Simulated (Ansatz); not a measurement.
Born–Oppenheimer molecular dynamics of Cl$_{3}$FHf (5 atoms, charge 0, multiplicity 1). It starts from a relaxed structure.

The calculation used Ansatz, RHF/def2-SVP.

```
ensemble        : NVT, Nosé–Hoover chain
time step       : 1 fs
steps asked     : 150
set temperature : 1000 K
thermostat      : time constant 50 fs, chain length 5
seed            : 74897
```

First frame:

```xyz
5
Properties=species:S:1:pos:R:3
Hf 0.018 0.030 0.013
Cl -0.002 -0.003 2.372
Cl 2.236 -0.003 -0.791
Cl -1.120 1.934 -0.792
F -0.875 -1.517 -0.619
```

(1) How far do the bonds stretch over the last three quarters of this one trajectory? (Pairs bonded in most of those frames.)

Results:

(1) 
| bond | mean (Å) | spread (Å) | shortest | longest |
| --- | --- | --- | --- | --- |
| Hf1–Cl2 | 2.386 | 0.078 | 2.25 | 2.48 |
| Hf1–Cl3 | 2.373 | 0.065 | 2.26 | 2.46 |
| Hf1–Cl4 | 2.350 | 0.036 | 2.30 | 2.41 |
| Hf1–F5 | 1.910 | 0.093 | 1.78 | 2.07 |

Mean temperature of the second half: 1114 K. The conserved energy stayed within 0.34 meV per atom of its start (net change 0.15 meV per atom), so the integration is sound. The mean temperature of the second half is 11 % above the set value. A run of 0.15 ps of so small a system gives no equilibrium averages.

Run time: 6.1 min on 1 thread of Arm Neoverse V1, on a shared host, peak memory 0.21 GiB.
